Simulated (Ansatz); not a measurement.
```yaml
crystal:
  periodic: [false, false, false]
  atoms:
    - {symbol: F, position_ang: [0.155244, -0.638627, 1.897965]}
    - {symbol: Hf, position_ang: [0.045774, -0.130742, 0.039637]}
    - {symbol: F, position_ang: [1.351839, -1.102214, -0.926679]}
    - {symbol: Br, position_ang: [-2.234852, -0.585440, -0.890760]}
    - {symbol: Br, position_ang: [0.653058, 2.337370, -0.147102]}
basis:
  gaussian: {orbitals: def2-mTZVP}
total_charge: -1
magnetization: {spin_polarized: true, initial_magnetization: 1}
hamiltonian: {xc: {name: PBE0-DH}, pseudopotentials: {relativity: none}}
accuracy: high
scf: {lower_state_search: full}
```

```sh
$ ansatz run in.yaml --threads 4 --pin off --events-out ev --progress --plain --max-ram 10444MiB
```

Shortened log:

```
Functional definition: PBE0-DH
2635 factors; integrals over basis functions are off by at most 9.7e-8 eV
mean field evaluation 1: about -146807.8616 eV, gradient 2.1e1 eV
mean field evaluation 2: about -146807.9164 eV, gradient 2.1e1 eV
mean field evaluation 4: about -146810.2371 eV, gradient 2.2e0 eV
mean field evaluation 8: about -146810.4848 eV, gradient 1.5e0 eV
mean field evaluation 16: about -146811.3231 eV, gradient 8.7e-2 eV
mean field evaluation 32: about -146811.3230 eV, gradient 7.2e-2 eV
mean field evaluation 64: about -146810.0610 eV, gradient 9.4e-1 eV
mean field evaluation 96: about -146811.3073 eV, gradient 3.8e-1 eV
mean field evaluation 128: about -146811.3233 eV, gradient 8.8e-5 eV
mean field -146811.32330350 eV, -5395.2166191146 hartree, gradient 2.4e-8 eV, S^2 0.753100; 15 other end points of the search recorded, 0 dependent functions left out
20 core orbitals not correlated: weight in the atoms' cores, before any rotation towards them, 1.000 or more for the frozen orbitals, at most 0.000 for the correlated occupied ones
reference -146811.32330558 eV, -5395.2166191910 hartree; 31, 30 occupied and 95, 96 virtual orbitals, 2635 factors
second order -35.49533036 eV of doubles, -0.00000000 eV of singles
Total energy: -146815.76022187 eV, -5395.3796728574 hartree
```

Run time 2.4 min (4 threads of an Arm Neoverse V1 on a shared host); peak host memory 1.2 GiB.
